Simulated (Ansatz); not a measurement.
Process, species as SMILES: OBO [boronic acid] -> [O]BO + H atom (the H-O bond at the site shown breaks; other sites are not compared here)
Geometries: B3LYP-D3(BJ)/def2-TZVP minima from Ansatz (a program for electronic structure), one conformer each, not searched for the lowest. Frequencies are from Ansatz.
Geometry of the first species:
```xyz
6

B     -0.0618     0.4717    -0.0887
O      1.1892     0.1032     0.2852
O     -1.0389    -0.4792    -0.1889
H     -0.2682     1.6242    -0.3195
H      1.2676    -0.8443     0.4518
H     -1.8927    -0.1309    -0.4590
```
Charge 0, spin multiplicity 1.

Property: bond dissociation energy (enthalpy at 298 K, with B3LYP-D3(BJ) rigid-rotor harmonic-oscillator terms), in kcal/mol. Cores are frozen in the correlated levels unless marked. Open shells are spin-unrestricted. No spin-orbit coupling. Non-relativistic. CBS marks a two-point X^-3 extrapolation of the correlation energy; Hartree-Fock from the larger set. The bracket is a focal-point correction in the basis named.

| level | program | bond dissociation energy (kcal/mol) | minus last row |
|---|---|---|---|
| BLYP-D4/def2-TZVPD | Ansatz + dftd4 | 106.0 | -9.2 |
| PBE0/def2-SVP | Ansatz | 107.3 | -7.9 |
| PBE0-D4/def2-TZVP | Ansatz + dftd4 | 107.9 | -7.3 |
| BHLYP/def2-TZVPD | Ansatz | 106.9 | -8.3 |
| r2SCANh-D4/def2-TZVPD | Ansatz + dftd4 | 107.2 | -8.0 |
| MP2/STO-3G | Ansatz | 93.7 | -21.5 |
| MP2/aug-cc-pVTZ | Ansatz | 118.9 | 3.7 |
| CCSD(T)/6-31G | Ansatz | 95.0 | -20.2 |
| RI-MP2/CBS(aug-cc-pVTZ,aug-cc-pVQZ)+[CCSD(T)-MP2]/aug-cc-pVTZ | Ansatz | 115.6 | 0.4 |
| CCSD(T)/CBS(cc-pVTZ,cc-pVQZ) | Ansatz | 115.2 | 0.0 |
